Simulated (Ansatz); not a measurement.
Ansatz (a first-principles code) input (B3LYP-D3(BJ)/def2-TZVP):

Ansatz 0.2 input:
```yaml
crystal:
  periodic: [false, false, false]
  atoms:
    - {symbol: Si, position_ang: [0.00952536, -0.69378356, -1.04944615]}
    - {symbol: N, position_ang: [-0.98526420, -0.25203963, 0.29390570]}
    - {symbol: Si, position_ang: [-2.70425042, -0.07339543, 0.34645275]}
    - {symbol: O, position_ang: [1.56554620, -0.48076016, -0.61945820]}
    - {symbol: Si, position_ang: [2.81479885, 0.22249944, 0.12653900]}
    - {symbol: H, position_ang: [-0.22091463, 0.19157271, -2.18889662]}
    - {symbol: H, position_ang: [-0.48196688, 0.00807957, 1.12911404]}
    - {symbol: H, position_ang: [-3.10521458, 1.30182102, 0.02017557]}
    - {symbol: H, position_ang: [-3.22661837, -0.99853249, -0.65530688]}
    - {symbol: H, position_ang: [-3.13366293, -0.39736785, 1.70759754]}
    - {symbol: H, position_ang: [2.60229464, 0.11738953, 1.57181450]}
    - {symbol: H, position_ang: [2.86705467, 1.62718717, -0.28050156]}
    - {symbol: H, position_ang: [3.97494746, -0.53715705, -0.32541523]}
basis:
  gaussian:
    orbitals: def2-TZVP
hamiltonian:
  xc: b3lyp
  dispersion: d3bj
magnetization: {spin_polarized: true, initial_magnetization: 1}
relax: {f_tol: 0.002, max_steps: 150}
```

Output:

```
Functional definition: B3LYP
integrals: 0.17 GiB planned
1441 factors; their error is unknown
0.29 GiB of the device are held for the grids
1.28 GiB of device memory are held for the factors and their scratch space
mean field: 1.34 GiB planned
mean field evaluation 1: about -27293.8435 eV, gradient 6.0e1 eV
mean field evaluation 2: about -27260.7483 eV, gradient 1.0e2 eV
mean field evaluation 4: about -27306.4031 eV, gradient 2.0e0 eV
mean field evaluation 8: about -27306.4275 eV, gradient 1.2e-1 eV
mean field evaluation 16: about -27306.5097 eV, gradient 9.2e-5 eV
mean field -27306.50969069 eV, -1003.4957221160 hartree, gradient 1.1e-5 eV, S^2 0.752157; 0 other end points of the search recorded, 0 dependent functions left out
the calculation of the forces begins
reference -27306.51002371 eV, -1003.4957343540 hartree; 33, 32 occupied and 188, 189 virtual orbitals, 1441 factors
relax step   1: F+E_penalty+E_count = -27307.09082997 eV  Δ(F+E_penalty+E_count) = +0.000e0 eV  max|allowed force component| = 5.469e-1 eV/Å  Δτ_max = 0.0000 Å  (31 SCF iters, accepted)
these checks for a lower state are left out or cut short: starts, cluster_reference, orbital_swaps, neighbouring_geometries, increment
integrals: 0.17 GiB planned
1441 factors; their error is unknown
0.29 GiB of the device are held for the grids
1.28 GiB of device memory are held for the factors and their scratch space
mean field: 1.34 GiB planned
mean field -27306.60519457 eV, -1003.4992318188 hartree, gradient 9.8e-6 eV, S^2 0.752213; 0 other end points of the search recorded, 0 dependent functions left out
the calculation of the forces begins
reference -27306.60552963 eV, -1003.4992441321 hartree; 33, 32 occupied and 188, 189 virtual orbitals, 1441 factors
relax step   2: F+E_penalty+E_count = -27307.18089236 eV  Δ(F+E_penalty+E_count) = -9.006e-2 eV  max|allowed force component| = 2.259e-1 eV/Å  Δτ_max = 0.0948 Å  (33 SCF iters, accepted)
these checks for a lower state are left out or cut short: starts, cluster_reference, orbital_swaps, neighbouring_geometries, increment
integrals: 0.17 GiB planned
1441 factors; their error is unknown
0.29 GiB of the device are held for the grids
1.28 GiB of device memory are held for the factors and their scratch space
mean field: 1.34 GiB planned
mean field evaluation 32: about -27306.6158 eV, gradient 7.4e-6 eV
mean field -27306.61578059 eV, -1003.4996208476 hartree, gradient 7.4e-6 eV, S^2 0.752300; 0 other end points of the search recorded, 0 dependent functions left out
the calculation of the forces begins
reference -27306.61611576 eV, -1003.4996331650 hartree; 33, 32 occupied and 188, 189 virtual orbitals, 1441 factors
relax step   3: F+E_penalty+E_count = -27307.19068055 eV  Δ(F+E_penalty+E_count) = -9.788e-3 eV  max|allowed force component| = 1.134e-1 eV/Å  Δτ_max = 0.0339 Å  (34 SCF iters, accepted)
these checks for a lower state are left out or cut short: starts, cluster_reference, orbital_swaps, neighbouring_geometries, increment
integrals: 0.17 GiB planned
1441 factors; their error is unknown
0.29 GiB of the device are held for the grids
1.28 GiB of device memory are held for the factors and their scratch space
mean field: 1.34 GiB planned
mean field -27306.62910327 eV, -1003.5001104473 hartree, gradient 1.1e-5 eV, S^2 0.752306; 0 other end points of the search recorded, 0 dependent functions left out
the calculation of the forces begins
reference -27306.62943948 eV, -1003.5001228026 hartree; 33, 32 occupied and 188, 189 virtual orbitals, 1441 factors
relax step   4: F+E_penalty+E_count = -27307.20520589 eV  Δ(F+E_penalty+E_count) = -1.453e-2 eV  max|allowed force component| = 1.286e-1 eV/Å  Δτ_max = 0.2000 Å  (32 SCF iters, accepted)
these checks for a lower state are left out or cut short: starts, cluster_reference, orbital_swaps, neighbouring_geometries, increment
integrals: 0.17 GiB planned
1441 factors; their error is unknown
[...]
1441 factors; their error is unknown
0.29 GiB of the device are held for the grids
1.29 GiB of device memory are held for the factors and their scratch space
mean field: 1.35 GiB planned
mean field -27306.66475117 eV, -1003.5014204832 hartree, gradient 2.6e-5 eV, S^2 0.751772; 0 other end points of the search recorded, 0 dependent functions left out
the calculation of the forces begins
reference -27306.66508425 eV, -1003.5014327238 hartree; 33, 32 occupied and 188, 189 virtual orbitals, 1441 factors
relax step  33: F+E_penalty+E_count = -27307.25416849 eV  Δ(F+E_penalty+E_count) = -8.798e-5 eV  max|allowed force component| = 1.081e-2 eV/Å  Δτ_max = 0.0353 Å  (31 SCF iters, accepted)
these checks for a lower state are left out or cut short: starts, cluster_reference, orbital_swaps, neighbouring_geometries, increment
integrals: 0.17 GiB planned
1441 factors; their error is unknown
0.29 GiB of the device are held for the grids
1.29 GiB of device memory are held for the factors and their scratch space
mean field: 1.35 GiB planned
mean field -27306.66452353 eV, -1003.5014121178 hartree, gradient 2.5e-5 eV, S^2 0.751771; 0 other end points of the search recorded, 0 dependent functions left out
the calculation of the forces begins
reference -27306.66485654 eV, -1003.5014243555 hartree; 33, 32 occupied and 188, 189 virtual orbitals, 1441 factors
relax step  34: F+E_penalty+E_count = -27307.25419419 eV  Δ(F+E_penalty+E_count) = -2.570e-5 eV  max|allowed force component| = 1.233e-2 eV/Å  Δτ_max = 0.0226 Å  (32 SCF iters, accepted)
these checks for a lower state are left out or cut short: starts, cluster_reference, orbital_swaps, neighbouring_geometries, increment
integrals: 0.17 GiB planned
1441 factors; their error is unknown
0.28 GiB of the device are held for the grids
1.29 GiB of device memory are held for the factors and their scratch space
mean field: 1.35 GiB planned
mean field evaluation 256: about -27306.6644 eV, gradient 2.5e-5 eV
mean field -27306.66439677 eV, -1003.5014074593 hartree, gradient 2.5e-5 eV, S^2 0.751765; 0 other end points of the search recorded, 0 dependent functions left out
the calculation of the forces begins
reference -27306.66472971 eV, -1003.5014196948 hartree; 33, 32 occupied and 188, 189 virtual orbitals, 1441 factors
relax step  35: F+E_penalty+E_count = -27307.25422806 eV  Δ(F+E_penalty+E_count) = -3.387e-5 eV  max|allowed force component| = 9.437e-3 eV/Å  Δτ_max = 0.0211 Å  (32 SCF iters, accepted)
these checks for a lower state are left out or cut short: starts, cluster_reference, orbital_swaps, neighbouring_geometries, increment
integrals: 0.17 GiB planned
1441 factors; their error is unknown
0.29 GiB of the device are held for the grids
1.29 GiB of device memory are held for the factors and their scratch space
mean field: 1.35 GiB planned
mean field -27306.66433006 eV, -1003.5014050078 hartree, gradient 2.5e-5 eV, S^2 0.751760; 0 other end points of the search recorded, 0 dependent functions left out
the calculation of the forces begins
reference -27306.66466293 eV, -1003.5014172408 hartree; 33, 32 occupied and 188, 189 virtual orbitals, 1441 factors
relax step  36: F+E_penalty+E_count = -27307.25425400 eV  Δ(F+E_penalty+E_count) = -2.595e-5 eV  max|allowed force component| = 5.659e-3 eV/Å  Δτ_max = 0.0098 Å  (26 SCF iters, accepted)
these checks for a lower state are left out or cut short: starts, cluster_reference, orbital_swaps, neighbouring_geometries, increment
integrals: 0.17 GiB planned
1441 factors; their error is unknown
0.29 GiB of the device are held for the grids
1.29 GiB of device memory are held for the factors and their scratch space
mean field: 1.35 GiB planned
mean field -27306.66411443 eV, -1003.5013970835 hartree, gradient 2.5e-5 eV, S^2 0.751756; 0 other end points of the search recorded, 0 dependent functions left out
the calculation of the forces begins
reference -27306.66444717 eV, -1003.5014093115 hartree; 33, 32 occupied and 188, 189 virtual orbitals, 1441 factors
relax step  37: F+E_penalty+E_count = -27307.25426900 eV  Δ(F+E_penalty+E_count) = -1.499e-5 eV  max|allowed force component| = 3.703e-3 eV/Å  Δτ_max = 0.0149 Å  (32 SCF iters, accepted)
these checks for a lower state are left out or cut short: starts, cluster_reference, orbital_swaps, neighbouring_geometries, increment
integrals: 0.17 GiB planned
1441 factors; their error is unknown
0.29 GiB of the device are held for the grids
1.29 GiB of device memory are held for the factors and their scratch space
mean field: 1.35 GiB planned
mean field -27306.66403575 eV, -1003.5013941920 hartree, gradient 1.8e-5 eV, S^2 0.751753; 0 other end points of the search recorded, 0 dependent functions left out
the calculation of the forces begins
reference -27306.66436845 eV, -1003.5014064185 hartree; 33, 32 occupied and 188, 189 virtual orbitals, 1441 factors
relax step  38: F+E_penalty+E_count = -27307.25427422 eV  Δ(F+E_penalty+E_count) = -5.228e-6 eV  max|allowed force component| = 3.224e-3 eV/Å  Δτ_max = 0.0083 Å  (26 SCF iters, accepted)
these checks for a lower state are left out or cut short: starts, cluster_reference, orbital_swaps, neighbouring_geometries, increment
integrals: 0.17 GiB planned
1441 factors; their error is unknown
0.29 GiB of the device are held for the grids
1.29 GiB of device memory are held for the factors and their scratch space
mean field: 1.35 GiB planned
mean field -27306.66398295 eV, -1003.5013922517 hartree, gradient 1.4e-5 eV, S^2 0.751750; 0 other end points of the search recorded, 0 dependent functions left out
the calculation of the forces begins
reference -27306.66431562 eV, -1003.5014044773 hartree; 33, 32 occupied and 188, 189 virtual orbitals, 1441 factors
relax step  39: F+E_penalty+E_count = -27307.25427690 eV  Δ(F+E_penalty+E_count) = -2.675e-6 eV  max|allowed force component| = 2.742e-3 eV/Å  Δτ_max = 0.0047 Å  (26 SCF iters, accepted)
these checks for a lower state are left out or cut short: starts, cluster_reference, orbital_swaps, neighbouring_geometries, increment
integrals: 0.17 GiB planned
1441 factors; their error is unknown
0.29 GiB of the device are held for the grids
1.29 GiB of device memory are held for the factors and their scratch space
mean field: 1.35 GiB planned
mean field -27306.66391234 eV, -1003.5013896570 hartree, gradient 1.5e-5 eV, S^2 0.751748; 0 other end points of the search recorded, 0 dependent functions left out
the calculation of the forces begins
reference -27306.66424498 eV, -1003.5014018810 hartree; 33, 32 occupied and 188, 189 virtual orbitals, 1441 factors
relax step  40: F+E_penalty+E_count = -27307.25427937 eV  Δ(F+E_penalty+E_count) = -2.469e-6 eV  max|allowed force component| = 2.785e-3 eV/Å  Δτ_max = 0.0050 Å  (26 SCF iters, accepted)
these checks for a lower state are left out or cut short: starts, cluster_reference, orbital_swaps, neighbouring_geometries, increment
integrals: 0.17 GiB planned
1441 factors; their error is unknown
0.29 GiB of the device are held for the grids
1.29 GiB of device memory are held for the factors and their scratch space
mean field: 1.35 GiB planned
mean field evaluation 288: about -27306.5826 eV, gradient 1.4e-1 eV
mean field -27306.66389167 eV, -1003.5013888972 hartree, gradient 6.3e-5 eV, S^2 0.751748; 0 other end points of the search recorded, 0 dependent functions left out
the calculation of the forces begins
reference -27306.66422429 eV, -1003.5014011208 hartree; 33, 32 occupied and 188, 189 virtual orbitals, 1441 factors
relax step  41: F+E_penalty+E_count = -27307.25428048 eV  Δ(F+E_penalty+E_count) = -1.108e-6 eV  max|allowed force component| = 1.974e-3 eV/Å  Δτ_max = 0.0018 Å  (23 SCF iters, accepted)
integrals: 0.17 GiB planned
1441 factors; their error is unknown
0.29 GiB of the device are held for the grids
1.29 GiB of device memory are held for the factors and their scratch space
mean field: 1.35 GiB planned
mean field -27306.66389167 eV, -1003.5013888972 hartree, gradient 6.3e-5 eV, S^2 0.751748; 1 other end points of the search recorded, 0 dependent functions left out
the calculation of the forces begins
reference -27306.66422429 eV, -1003.5014011208 hartree; 33, 32 occupied and 188, 189 virtual orbitals, 1441 factors
Total energy: -27307.25461310 eV, -1003.5230975094 hartree
Atom 0 at     0.105464    -1.314545    -0.745784 Å, force     0.000728     0.000152     0.000428 eV/Å
Atom 1 at    -0.892338    -0.593232     0.470923 Å, force    -0.000637     0.000662     0.000304 eV/Å
Atom 2 at    -2.416428     0.228064     0.313725 Å, force    -0.000379     0.000201    -0.001218 eV/Å
Atom 3 at     1.620486    -0.671578    -0.741444 Å, force    -0.001608    -0.001285    -0.001709 eV/Å
Atom 4 at     2.590140     0.433616    -0.008343 Å, force     0.001464     0.001974     0.001422 eV/Å
Atom 5 at    -0.541072    -1.009018    -2.053357 Å, force     0.000083    -0.000144    -0.000056 eV/Å
Atom 6 at    -0.584859    -0.745659     1.423959 Å, force     0.000524    -0.000314     0.000203 eV/Å
Atom 7 at    -2.371632     1.546751     0.991977 Å, force    -0.000344    -0.001007     0.000026 eV/Å
Atom 8 at    -2.669151     0.414243    -1.129928 Å, force     0.000076    -0.000075     0.000540 eV/Å
Atom 9 at    -3.530049    -0.545727     0.914883 Å, force     0.000644     0.000773     0.000159 eV/Å
Atom 10 at     2.406134     0.382336     1.462309 Å, force     0.000188    -0.000037    -0.000607 eV/Å
Atom 11 at     2.265239     1.798087    -0.483928 Å, force     0.000370    -0.001112     0.000357 eV/Å
Atom 12 at     3.994341     0.112175    -0.338418 Å, force    -0.001108     0.000212     0.000151 eV/Å
Dipole moment:    -0.035836     0.040233     0.237062 e Å
```

It need not be the lowest isomer of its formula.
